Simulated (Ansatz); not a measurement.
Tuning the range parameter of LC-ωPBE so that −HOMO meets the ionisation energy; basis def2-TZVP, Ansatz. System: BMe2(OH) (C2H7BO). Charge 0, multiplicity 1. Geometry: PBE0-D4/def2-SVP. The ionised state is a doublet.

Geometry of the singlet:

```xyz
11

B     0.3823   -0.1045    0.0611
C    -0.4983   -1.4094    0.0332
H    -1.4000   -1.3115    0.6593
H     0.0588   -2.3049    0.3436
H    -0.8640   -1.5779   -0.9953
C    -0.2545    1.3323   -0.1197
H     0.4742    2.1543   -0.2117
H    -0.9022    1.5567    0.7458
H    -0.9157    1.3615   -1.0014
O     1.7207   -0.2662    0.2470
H     2.1987    0.5697    0.2381
```

```json
{"ω (1/bohr)": "0.1", "HOMO (eV)": "-8.43", "LUMO (eV)": "1.09", "vertical IE (eV)": "10.31", "HOMO + IE (eV)": "1.88"}
{"ω (1/bohr)": "0.15", "HOMO (eV)": "-9.08", "LUMO (eV)": "1.65", "vertical IE (eV)": "10.39", "HOMO + IE (eV)": "1.31"}
{"ω (1/bohr)": "0.2", "HOMO (eV)": "-9.64", "LUMO (eV)": "2.05", "vertical IE (eV)": "10.49", "HOMO + IE (eV)": "0.85"}
{"ω (1/bohr)": "0.3", "HOMO (eV)": "-10.55", "LUMO (eV)": "2.44", "vertical IE (eV)": "10.72", "HOMO + IE (eV)": "0.18"}
```

**Question.** Where does the tuning condition hold?

**Answer.** Not within the range that was run.
